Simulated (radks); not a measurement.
Values are calculated unless marked as measured or tabulated.
Spherical quantum dot in the effective-mass picture: electrons in a parabolic well V = omega^2 r^2 / 2 with omega = 1.64, with a point charge +1 (a donor) at the centre, all in effective atomic units (hartree* = m*/eps^2 hartree, bohr* = eps/m* bohr), one dielectric constant everywhere. Level of theory: non-relativistic Kohn-Sham, LDA (Slater exchange, Perdew-Wang correlation), spin-polarised, spherical densities (a radial shooting solver with Libxc functionals). Levels are named by radial order and angular momentum (1s, 1p, 1d, 2s, ...), and open shells are averaged over m. Results are scaled to m* = 0.028 and eps = 11.9, for which hartree* = 5.38 meV and bohr* = 22.49 nm. Each electron was tried in the lowest free levels, single moves between levels near the top were tried too, and the lowest total energy was kept; such a search can miss a lower state. At N = 1 the Hartree and exchange-correlation terms need not cancel, so that row can carry a self-interaction error.

N        open shells  2S  E (meV)  mu = E(N) - E(N-1) (meV)  addition energy mu(N+1) - mu(N) (meV)  e(HOMO) (meV)
1   1s(up 1, down 0)   1  4.80447                    4.8045                                  6.060         7.1524
2               none   0  15.6687                    10.864                                  14.49         13.100
3   1p(up 1, down 0)   1  41.0214                    25.353                                  3.440         27.052
4   1p(up 2, down 0)   2  69.8137                    28.792                                  3.486         30.537
5   1p(up 3, down 0)   3  102.092                    32.278                                  4.404         34.014
6   1p(up 3, down 1)   2  138.774                    36.682                                  3.179         38.259
7   1p(up 3, down 2)   1  178.634                    39.861                                  3.207         41.465
8               none   0  221.702                    43.068                                  9.005         44.667
9   2s(up 1, down 0)   1  273.775                    52.073                                  3.265         53.531
10              none   0  329.113                    55.338                                  3.492         56.782
11  1d(up 1, down 0)   1  387.943                    58.830                                  2.703         60.184
12  1d(up 2, down 0)   2  449.477                    61.534                                  2.688         62.881
13  1d(up 3, down 0)   3  513.698                    64.222                                  2.668         65.559
14  1d(up 4, down 0)   4  580.588                    66.889                                  2.646         68.216
15  1d(up 5, down 0)   5  650.123                    69.535                                  3.283         70.850
16  1d(up 5, down 1)   4  722.941                    72.818                                  2.528         74.083
17  1d(up 5, down 2)   3  798.286                    75.346                                  2.517         76.606
18  1d(up 5, down 3)   2  876.149                    77.862                                  2.502         79.116
19  1d(up 5, down 4)   1  956.513                    80.364                                  2.484         81.609
20              none   0  1039.36                    82.849                                  8.115         84.085
21  1f(up 1, down 0)   1  1130.32                    90.963                                  2.280         92.105
22  1f(up 2, down 0)   2  1223.57                    93.243                                  2.269         94.380
23  1f(up 3, down 0)   3  1319.08                    95.512                                  2.258         96.643
24  1f(up 4, down 0)   4  1416.85                    97.770                                  2.245         98.895
25  1f(up 5, down 0)   5  1516.87                    100.02                                  2.232         101.13
26  1f(up 6, down 0)   6  1619.11                    102.25                                  2.219         103.36
27  1f(up 7, down 0)   7  1723.58                    104.47                                  2.772         105.57
28  1f(up 7, down 1)   6  1830.82                    107.24                                  2.155         108.32
29  1f(up 7, down 2)   5  1940.21                    109.39                                  2.147         110.47
30  1f(up 7, down 3)   4  2051.75                    111.54                                  2.138         112.61
31  1f(up 7, down 4)   3  2165.43                    113.68                                  2.128         114.74
32  1f(up 7, down 5)   2  2281.23                    115.81                                  2.117         116.87
33  1f(up 7, down 6)   1  2399.16                    117.92                                  2.106         118.98
34              none   0  2519.18                    120.03                                  2.633         121.08
35  2p(up 1, down 0)   1  2641.85                    122.66                                  2.139         123.73
36  2p(up 2, down 0)   2  2766.65                    124.80                                  2.133         125.87
37  2p(up 3, down 0)   3  2893.58                    126.93                                  2.421         128.00
38  2p(up 3, down 1)   2  3022.94                    129.35                                  2.095         130.40
39  2p(up 3, down 2)   1  3154.39                    131.45                                  2.090         132.50
40              none   0  3287.92                    133.54                                  5.687         134.58
41  1g(up 1, down 0)   1  3427.15                    139.23                                  1.930         140.19
42  1g(up 2, down 0)   2  3568.31                    141.16                                  1.923         142.12
43  1g(up 3, down 0)   3  3711.39                    143.08                                      -         144.04

All shells are closed at N = 2, 8, 10, 20, 34, 40 (there: 1s2 1p6 1d10 2s2 1f14 2p6); the second difference of the energy has clear peaks (12 % above both neighbours; the first and last values, which can be the largest, are not judged, and half-filled shells can peak too) at N = 2, 5, 8, 15, 20, 27, 34, 37, 40.
